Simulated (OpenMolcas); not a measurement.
## GeSe at 2.144 Å: OpenMolcas input and output

Input (each module block was a call of its own in one work directory; start orbitals came from a preliminary run):

```
&GATEWAY
Coord
2
angstrom
Se 0.0 0.0 0.0
Ge 0.0 0.0 2.1440
Basis=ANO-RCC-VTZP
Group=XY
RX2C
AMFI
ANGMom
0.0 0.0 0.0
RICD
&SEWARD
&GUESSORB
&RASSCF
FileOrb=$CurrDir/o11.orb
Symmetry=1
Spin=1
nActEl=8 0 0
Inactive=17 12
RAS2=3 4
CIRoot=5 5 1
Linear
Iterations=120 100
OrbListing=Nothing
PRWF=0.15
>>COPY $Project.RasOrb $CurrDir/o11.orb
>>COPY $Project.rasscf.h5 $CurrDir/r11.h5
&CASPT2
XMultistate=all
Imaginary=0.2
IPEA=0.25
MaxIter=40
>>COPY $Project.JobMix JOB001
&RASSCF
FileOrb=$CurrDir/o31.orb
Symmetry=1
Spin=3
nActEl=8 0 0
Inactive=17 12
RAS2=3 4
CIRoot=4 4 1
Linear
Iterations=120 100
OrbListing=Nothing
PRWF=0.15
>>COPY $Project.RasOrb $CurrDir/o31.orb
>>COPY $Project.rasscf.h5 $CurrDir/r31.h5
&CASPT2
XMultistate=all
Imaginary=0.2
IPEA=0.25
MaxIter=40
>>COPY $Project.JobMix JOB002
```

```bash
pymolcas m.inp
```

RASSCF and CASPT2 output of these blocks, in excerpt:

```
++    Wave function specifications:
      Number of closed shell electrons          58
      Number of electrons in active shells       8
      Number of inactive orbitals               29
      Number of active orbitals                  7
      Number of secondary orbitals              50
      Spin quantum number                      0.0
      State symmetry                             1
++    Orbital specifications:
      Symmetry species                           1   2
                                                 a   b
      Frozen orbitals                            0   0
      Inactive orbitals                         17  12
      Active orbitals                            3   4
      RAS2 orbitals                              3   4
      Secondary orbitals                        26  24
      Number of basis functions                 46  40
      printout of CI-coefficients larger than  0.15 for root  1
      energy=   -4525.314926
      conf/sym  111 2222     Coeff  Weight
           123  022 u02d   0.28313 0.08016
           129  022 0ud2  -0.28313 0.08016
           130  022 0022  -0.88215 0.77819
      printout of CI-coefficients larger than  0.15 for root  2
      energy=   -4525.180595
      conf/sym  111 2222     Coeff  Weight
           124  022 0u2d  -0.69412 0.48180
           128  022 u0d2  -0.69412 0.48180
      printout of CI-coefficients larger than  0.15 for root  3
      energy=   -4525.179695
      conf/sym  111 2222     Coeff  Weight
           124  022 0u2d   0.69166 0.47840
           128  022 u0d2  -0.69166 0.47840
      printout of CI-coefficients larger than  0.15 for root  4
      energy=   -4525.179695
      conf/sym  111 2222     Coeff  Weight
           123  022 u02d  -0.69166 0.47840
           129  022 0ud2  -0.69166 0.47840
      printout of CI-coefficients larger than  0.15 for root  5
      energy=   -4525.100991
      conf/sym  111 2222     Coeff  Weight
           110  ud2 0022  -0.32049 0.10272
           122  022 uudd  -0.26404 0.06972
           123  022 u02d  -0.55800 0.31136
           129  022 0ud2   0.55800 0.31136
           130  022 0022  -0.33909 0.11498
      Natural orbitals and occupation numbers for root  1
      sym 1:   0.033951   1.955687   1.980077
      sym 2:   0.074656   0.074656   1.940486   1.940486
      Natural orbitals and occupation numbers for root  2
      sym 1:   0.024725   1.960569   1.983979
      sym 2:   0.519221   0.519220   1.496143   1.496144
      Natural orbitals and occupation numbers for root  3
      sym 1:   0.024212   1.956857   1.982648
      sym 2:   0.520120   0.520121   1.498022   1.498021
      Natural orbitals and occupation numbers for root  4
      sym 1:   0.024212   1.956857   1.982648
      sym 2:   0.520120   0.520120   1.498021   1.498021
      Natural orbitals and occupation numbers for root  5
      sym 1:   0.152615   1.847788   1.971334
      sym 2:   0.446361   0.446361   1.567771   1.567771
      RASSCF energy for state  5                  -4525.10099065
::    RASSCF root number  1 Total energy:  -4525.31492585
::    RASSCF root number  2 Total energy:  -4525.18059464
::    RASSCF root number  3 Total energy:  -4525.17969490
::    RASSCF root number  4 Total energy:  -4525.17969490
::    RASSCF root number  5 Total energy:  -4525.10099065
      Von Neumann Entropy (Root   1) =  0.58444
++    Wave function specifications:
      Number of closed shell electrons           2
      Number of electrons in active shells       8
      Number of inactive orbitals                1
      Number of active orbitals                  7
      Number of secondary orbitals              50
      Spin quantum number                      0.0
      State symmetry                             1
      Number of CSFs                           254
      Number of CASSCF root(s) available         5
      CASPT2 state passed to geometry opt.       5
      A file JOBMIX will be created
      This is a MULTI-STATE CASSCF reference
      Number of CI roots used                    5
      These are:                                 1   2   3   4   5
      Off-diagonal elements of Heff are computed
  FINAL CASPT2 RESULT:
      Reference energy:       -4525.3149258455
      E2 (Non-variational):      -0.1785193531
      Shift correction:          -0.0024431523
      E2 (Variational):          -0.1809625054
      Total energy:           -4525.4958883508
      Reference weight:           0.91446
  FINAL CASPT2 RESULT:
      Reference energy:       -4525.1805946372
      E2 (Non-variational):      -0.1690895010
      Shift correction:          -0.0020140749
      E2 (Variational):          -0.1711035759
      Total energy:           -4525.3516982132
      Reference weight:           0.92212
  FINAL CASPT2 RESULT:
      Reference energy:       -4525.1796948984
      E2 (Non-variational):      -0.1681790845
      Shift correction:          -0.0020008480
      E2 (Variational):          -0.1701799325
      Total energy:           -4525.3498748309
      Reference weight:           0.92261
  FINAL CASPT2 RESULT:
      Reference energy:       -4525.1796948984
      E2 (Non-variational):      -0.1678992080
      Shift correction:          -0.0019780278
      E2 (Variational):          -0.1698772358
      Total energy:           -4525.3495721342
      Reference weight:           0.92298
  FINAL CASPT2 RESULT:
      Reference energy:       -4525.1009906506
      E2 (Non-variational):      -0.1830834974
      Shift correction:          -0.0043785838
      E2 (Variational):          -0.1874620812
      Total energy:           -4525.2884527318
      Reference weight:           0.90307
       Total XMS-CASPT2 energies:
::    XMS-CASPT2 Root  1     Total energy:  -4525.49172005
::    XMS-CASPT2 Root  2     Total energy:  -4525.35169821
::    XMS-CASPT2 Root  3     Total energy:  -4525.34987513
::    XMS-CASPT2 Root  4     Total energy:  -4525.34957184
::    XMS-CASPT2 Root  5     Total energy:  -4525.29262104
++    Wave function specifications:
      Number of closed shell electrons          58
      Number of electrons in active shells       8
      Number of inactive orbitals               29
      Number of active orbitals                  7
      Number of secondary orbitals              50
      Spin quantum number                      1.0
      State symmetry                             1
      printout of CI-coefficients larger than  0.15 for root  1
      energy=   -4525.211901
      conf/sym  111 2222     Coeff  Weight
           102  022 u02u  -0.69118 0.47773
           150  022 0uu2   0.69118 0.47773
      printout of CI-coefficients larger than  0.15 for root  2
      energy=   -4525.194362
      conf/sym  111 2222     Coeff  Weight
           102  022 u02u  -0.66550 0.44289
           105  022 u0u2  -0.20187 0.04075
           149  022 0u2u   0.20187 0.04075
           150  022 0uu2  -0.66550 0.44289
      printout of CI-coefficients larger than  0.15 for root  3
      energy=   -4525.194362
      conf/sym  111 2222     Coeff  Weight
           102  022 u02u   0.20187 0.04075
           105  022 u0u2  -0.66550 0.44289
           149  022 0u2u   0.66550 0.44289
           150  022 0uu2   0.20187 0.04075
      printout of CI-coefficients larger than  0.15 for root  4
      energy=   -4525.182510
      conf/sym  111 2222     Coeff  Weight
           105  022 u0u2  -0.69281 0.47998
           149  022 0u2u  -0.69281 0.47998
      Natural orbitals and occupation numbers for root  1
      sym 1:   0.030108   1.965175   1.983333
      sym 2:   0.521682   0.521682   1.489010   1.489010
      Natural orbitals and occupation numbers for root  2
      sym 1:   0.025365   1.965751   1.984884
      sym 2:   0.519445   0.519445   1.492555   1.492555
      Natural orbitals and occupation numbers for root  3
      sym 1:   0.025365   1.965751   1.984884
      sym 2:   0.519445   0.519445   1.492555   1.492555
      Natural orbitals and occupation numbers for root  4
      sym 1:   0.024575   1.956551   1.982334
      sym 2:   0.522199   0.522199   1.496072   1.496072
      RASSCF energy for state  4                  -4525.18250970
::    RASSCF root number  1 Total energy:  -4525.21190089
::    RASSCF root number  2 Total energy:  -4525.19436224
::    RASSCF root number  3 Total energy:  -4525.19436224
::    RASSCF root number  4 Total energy:  -4525.18250970
      Von Neumann Entropy (Root   1) =  1.77321
++    Wave function specifications:
      Number of closed shell electrons           2
      Number of electrons in active shells       8
      Number of inactive orbitals                1
      Number of active orbitals                  7
      Number of secondary orbitals              50
      Spin quantum number                      1.0
      State symmetry                             1
      Number of CSFs                           288
      Number of CASSCF root(s) available         4
      CASPT2 state passed to geometry opt.       4
      A file JOBMIX will be created
      This is a MULTI-STATE CASSCF reference
      Number of CI roots used                    4
      These are:                                 1   2   3   4
      Off-diagonal elements of Heff are computed
  FINAL CASPT2 RESULT:
      Reference energy:       -4525.2119008908
      E2 (Non-variational):      -0.1637255710
      Shift correction:          -0.0019086942
      E2 (Variational):          -0.1656342652
      Total energy:           -4525.3775351560
      Reference weight:           0.92517
  FINAL CASPT2 RESULT:
      Reference energy:       -4525.1943622378
      E2 (Non-variational):      -0.1654589782
      Shift correction:          -0.0018881723
      E2 (Variational):          -0.1673471505
      Total energy:           -4525.3617093882
      Reference weight:           0.92486
  FINAL CASPT2 RESULT:
      Reference energy:       -4525.1943622378
      E2 (Non-variational):      -0.1654890352
      Shift correction:          -0.0018941505
      E2 (Variational):          -0.1673831857
      Total energy:           -4525.3617454235
      Reference weight:           0.92477
  FINAL CASPT2 RESULT:
      Reference energy:       -4525.1825097047
      E2 (Non-variational):      -0.1654361834
      Shift correction:          -0.0018969836
      E2 (Variational):          -0.1673331670
      Total energy:           -4525.3498428717
      Reference weight:           0.92509
       Total XMS-CASPT2 energies:
::    XMS-CASPT2 Root  1     Total energy:  -4525.37753516
::    XMS-CASPT2 Root  2     Total energy:  -4525.36174644
::    XMS-CASPT2 Root  3     Total energy:  -4525.36170837
::    XMS-CASPT2 Root  4     Total energy:  -4525.34984287
```

Only roots inside an energy window near the equilibrium distance were included, so the list of states is not complete; labels number the states computed. Each spin and symmetry block has orbitals of its own, averaged over its own roots, so gaps between blocks are less sure than gaps within one and near the minimum can be off by tenths of an eV, in bad cases by more. No Rydberg orbitals are active, so Rydberg states, and σ→σ* states whose orbital the CASSCF left unused, can be missing between those listed. CASPT2 splits the two components of degenerate states numerically, here by up to 67 cm⁻¹. No roots were computed in block 5a (none fell in the window or the block failed), so states of that kind are missing and can lie low or lowest.
